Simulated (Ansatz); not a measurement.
Q: Name a neutral molecule of C, S, Sb, Se and H with LUMO energy (PBE0/def2-TZVPP) between -2.85 and -2.55 eV and HOMO energy (B3LYP/def2-TZVPP) between -6.30 and -6.00 eV (Ansatz, PBE0-D4/def2-TZVP geometry).

A: `[Se]=[C]1C[S][SbH]1` (-2.78 eV, -6.08 eV). Other molecules can fit too; these were computed, each in one conformer that needn't be the lowest.

B3LYP here is the variant with VWN-RPA as its local correlation; programs differ in this.
